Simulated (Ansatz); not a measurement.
Basis sets compared for the cluster TiSi₆⁺ (the lowest doublet isomer of a short search). Charge 1, multiplicity 2. Geometry PBE0-D4/def2-SVP. Ansatz on 4 threads of Arm Neoverse V2 on a shared host; times are rough, and most runs start from earlier orbitals.

```xyz
7

Ti   -1.947    0.211   -0.292
Si   -0.254    0.564    1.482
Si   -0.303   -1.555    0.274
Si   -0.213    2.001   -0.638
Si   -0.269   -0.459   -2.042
Si    1.331    0.204   -0.412
Si    1.655   -0.967    1.628
```

At PBE0-D4/def2-SVP, PBE0-D4/def2-TZVP the charge 1 doublet is spin-contaminated (final ⟨S²⟩ up to 0.94, 0.75 for a pure state). No other spin state of charge 1 was run. The structure comes from a short search, and lower isomers may exist.

| level | functions | energy (Eh) | HOMO (eV) | LUMO (eV) | wall time |
| --- | --- | --- | --- | --- | --- |
| PBE-D4/def2-SVP | 139 | -2584.4376 | -9.34 | -9.03 | 5.5 s |
| PBE0-D4/def2-SVP | 139 | -2584.5694 | -10.06 | -8.24 | 8 s |

(1) Estimate the rows for PBE-D4/def2-TZVP (with forces), PBE0-D4/def2-TZVP.

Answers

(1) 
| level | functions | energy (Eh) | HOMO (eV) | LUMO (eV) | wall time |
| --- | --- | --- | --- | --- | --- |
| PBE-D4/def2-TZVP (with forces) | 267 | -2585.1569 | -9.19 | -8.85 | 12 s |
| PBE0-D4/def2-TZVP | 267 | -2585.2847 | -9.89 | -8.02 | 89 s |
